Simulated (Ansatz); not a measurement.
## A geometry optimisation of FH3S3Ti with PBE0-D4/def2-SVP

The starting geometry of this gas-phase triplet was optimised with GFN2-xTB.

```xyz
8

F    -1.7916    1.1290   -0.2241
S     0.9872    1.0114    1.8724
S     1.0188    0.5175   -2.1005
S    -0.6696   -1.8620    0.3572
Ti   -0.2178    0.4388   -0.1035
H     0.6204   -0.0853    2.5431
H     0.4321    1.6743   -2.4515
H    -1.3701   -2.0507   -0.7710
```

Question: Predict what it relaxes into with PBE0-D4/def2-SVP.

Answer: It keeps its bonds.

The energy falls by 0.60 eV over 28 steps:

```
step  E − E(last) (eV)
   1             0.597
   4             0.370
   7             0.327
  10             0.130
  13             0.022
  16             0.009
  19             0.006
  22             0.001
  25             0.000
  28             0.000
```

Final geometry (Å):

| atom | x (Å) | y (Å) | z (Å) |
| --- | --- | --- | --- |
| F | -1.4364 | 2.0630 | 0.2267 |
| S | 0.9718 | -0.0559 | 1.6576 |
| S | 0.9382 | 0.7782 | -2.0634 |
| S | -0.9541 | -1.6477 | 0.2977 |
| Ti | -0.4148 | 0.7080 | -0.1989 |
| H | -0.0078 | -0.0514 | 2.5925 |
| H | -0.1387 | 1.0013 | -2.8613 |
| H | 0.0512 | -2.0225 | -0.5288 |

The end wasn't checked by frequencies. Open shells are spin-unrestricted. The triplet needn't be the ground state. Run with Ansatz 0.2.0, 5.4 min on 2 threads of Arm Neoverse V1, with other jobs on the host.
